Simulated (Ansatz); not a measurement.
CH₇InSi (`[SiH3][CH2][InH2]`). The species carries charge 0 and has multiplicity 1. Correlated methods include outer-core shells of In, which these sets cover unevenly. In: def2 effective core potential.

Z-matrix (Å, degrees):
```
Si
C 1 1.860
H 1 1.491 2 110.4
H 1 1.490 2 113.1 3 120.7
H 1 1.491 2 110.4 3 -118.5
In 2 2.161 1 112.9 3 59.1
H 2 1.093 1 109.3 3 179.8
H 2 1.094 1 109.3 3 -61.5
H 6 1.726 2 119.1 1 -89.8
H 6 1.726 2 119.1 1 90.2
```

Question: Give the diagnostics of a CCSD(T)/def2-TZVPP run (frozen core, Ansatz). (An estimate is asked.)

Answer: The calculation gave: T1 = 0.0129, largest single amplitude 0.025, largest double 0.023, (T) share of the correlation energy 3.1 %, 9 CCSD cycles. The RHF solution is stable towards an unrestricted one. T1 lies under the customary mark of 0.02 for closed shells.
